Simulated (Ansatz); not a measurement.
BrHSe (SMILES [SeH]Br) moved off its minimum; all values from Ansatz (a program for electronic structure), cores frozen in correlated methods.
(charge 0, multiplicity 1)
```xyz
3

Se    -0.6658    -0.5822     0.7566
H     -1.6048    -1.0920    -0.1998
Br     0.7192     0.5874    -0.7575
```

Problem. Give the forces (eV/Å), the total energy and the dipole at CCSD(T)/aug-cc-pVTZ.

Solution. 
```tsv
atom	Fx	Fy	Fz
Se1	0.755	0.422	0.686
H2	-0.500	-0.233	-0.781
Br3	-0.255	-0.189	0.095
```
Energy -4973.3074 hartree, dipole 1.16 D.
